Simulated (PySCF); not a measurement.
**Fluorine: a sound run and one with changed settings**

Sound run: F⁺ [He] 2s2 2p4, F²⁺ [He] 2s2 2p3. All numbers are calculated (PySCF 2.14, the non-relativistic Hamiltonian (point nucleus), in cc-pVDZ (3s2p1d, 14 functions)). In the sound run the correlated levels freeze 1s2. The sound run starts from symmetry-adapted Hartree-Fock orbitals and uses a fine grid where one is needed.

A second run was set up differently.

| species | method | sound run (hartree) | changed run (hartree) | converged |
| --- | --- | --- | --- | --- |
| F⁺ | UHF | -98.80049 | -97.52349 | yes |
| F⁺ | TPSS | -99.10151 | -97.78174 | yes |
| F⁺ | PBE0 | -99.00254 | -97.69005 | yes |
| F⁺ | MP2 | -98.89901 | -97.52349 | yes |
| F²⁺ | UHF | -97.57269 | -96.22428 | yes |
| F²⁺ | TPSS | -97.79686 | -96.41663 | yes |
| F²⁺ | PBE0 | -97.70498 | -96.33072 | yes |
| F²⁺ | MP2 | -97.64118 | -96.22428 | yes |

Ionisation energy of F⁺:

```json
{"method": "UHF", "sound run (eV)": "33.410", "changed run (eV)": "35.353"}
{"method": "TPSS", "sound run (eV)": "35.501", "changed run (eV)": "37.146"}
{"method": "PBE0", "sound run (eV)": "35.308", "changed run (eV)": "36.989"}
{"method": "MP2", "sound run (eV)": "34.227", "changed run (eV)": "35.353"}
{"method": "SCS-MP2", "sound run (eV)": "34.231", "changed run (eV)": "35.353"}
```

(1) What was changed?
A. minimal basis
B. radial grid too coarse
C. basis contracted for another Hamiltonian
D. too few SCF iterations

## Answers

(1) A. It used basis STO-3G. A minimal basis cannot let orbitals breathe on ionisation and holds almost no correlation.
